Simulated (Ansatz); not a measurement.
CH3FN2Si (`N[SiH]1N=C1F`). The species carries charge 0 and has multiplicity 1. The structure was optimised at the PBE0-D4/def2-TZVP level. It is one conformer, not always the lowest.

```xyz
8

N     1.491   -0.084   -0.008
Si   -0.091    0.391   -0.328
N    -1.374   -0.792   -0.644
C    -1.529   -0.227    0.485
F    -2.472   -0.493    1.372
H     1.740   -0.922    0.489
H     2.285    0.453   -0.312
H    -0.050    1.673   -1.054
```

What is the dipole moment at PBE/def2-TZVPP? (An estimate is asked.)

Ansatz gave: 4.00 D, with components (3.78, 1.29, 0.26) D in this frame, pointing from negative to positive charge.

And with r2SCAN, B3LYP, ωB97M-V? (Best estimate.)

Ansatz gave: r2SCAN 4.11 D, B3LYP 4.24 D, ωB97M-V 4.29 D.

Give the Mulliken charges with PBE, B3LYP, ωB97M-V in def2-TZVPP. (Best estimate.)

Computed: 
| atom | PBE | B3LYP | ωB97M-V |
| --- | --- | --- | --- |
| N1 | -0.39 | -0.41 | -0.36 |
| Si2 | 0.29 | 0.40 | 0.39 |
| N3 | -0.19 | -0.25 | -0.25 |
| C4 | 0.12 | 0.16 | 0.13 |
| F5 | -0.12 | -0.17 | -0.16 |
| H6 | 0.17 | 0.16 | 0.14 |
| H7 | 0.17 | 0.16 | 0.13 |
| H8 | -0.06 | -0.06 | -0.02 |

B3LYP here is the variant with VWN-RPA as its local correlation; programs differ in this.
